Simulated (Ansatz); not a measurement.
Geometry optimisation, RKS B3LYP/cc-pVDZ in Ansatz.

input.yaml

```yaml
crystal:
  periodic: [false, false, false]
  atoms:
    - { symbol: C, position_ang: [-0.42541, 0.43805, -0.36357] }
    - { symbol: C, position_ang: [0.42593, -0.23053, 0.7432] }
    - { symbol: Si, position_ang: [0.65829, -1.39835, -0.74935] }
    - { symbol: "N", position_ang: [-0.31643, -0.40267, -1.59927] }
    - { symbol: H, position_ang: [-0.04274, 1.42928, -0.6158] }
    - { symbol: H, position_ang: [-1.48193, 0.46873, -0.08893] }
    - { symbol: H, position_ang: [1.30211, 0.32198, 1.07643] }
    - { symbol: H, position_ang: [-0.11981, -0.6265, 1.59729] }
total_charge: 1
basis:
  gaussian: { orbitals: cc-pVDZ }
hamiltonian:
  xc: b3lyp
relax:
  f_tol: 0.02
  max_steps: 50
output:
  orbitals: {}
```

Launched with:

```bash
$ ansatz run input.yaml --threads 1 --pin off --max-ram 2048MiB --backend cpu --events-out ev --progress --plain --runs-dir out
```

Q: Where does it end, and by what steps?

A: The run converged. Limits of this set-up: the dipole of an ion depends on the origin. After 14 steps the energy has fallen by 0.340 eV; N4 moved furthest, 0.34 Å.

| step | energy less start (eV) | largest force component (eV/Å) | accepted |
| --- | --- | --- | --- |
| 0 | 0.0000 | 2.223 | yes |
| 1 | -0.2369 | 0.506 | yes |
| 2 | -0.2470 | 0.198 | yes |
| 3 | -0.2487 | 0.047 | yes |
| 4 | -0.2488 | 0.022 | yes |
| 5 | -0.2489 | 0.022 | yes |
| 6 | -0.2068 | 0.880 | no |
| 7 | -0.2493 | 0.055 | yes |
| 8 | -0.2653 | 0.262 | yes |
| 9 | -0.2930 | 0.560 | yes |
| 10 | -0.3153 | 0.433 | yes |
| 11 | -0.3253 | 0.346 | yes |
| 12 | -0.3380 | 0.233 | yes |
| 13 | -0.3389 | 0.155 | yes |
| 14 | -0.3397 | 0.019 | yes |

```xyz
8
Properties=species:S:1:pos:R:3
C -0.496 0.344 -0.341
C 0.381 -0.178 0.795
Si 0.498 -1.484 -0.736
N -0.060 -0.199 -1.678
H -0.068 1.374 -0.499
H -1.581 0.371 -0.168
H 1.380 0.272 0.875
H -0.055 -0.500 1.751
```

Whether the end is a true minimum wasn't checked by a vibrational analysis.

The run took 18 s on 1 thread of AMD EPYC 9R45 96-Core Processor (Zen 5), on a shared host, peak memory 0.17 GiB.
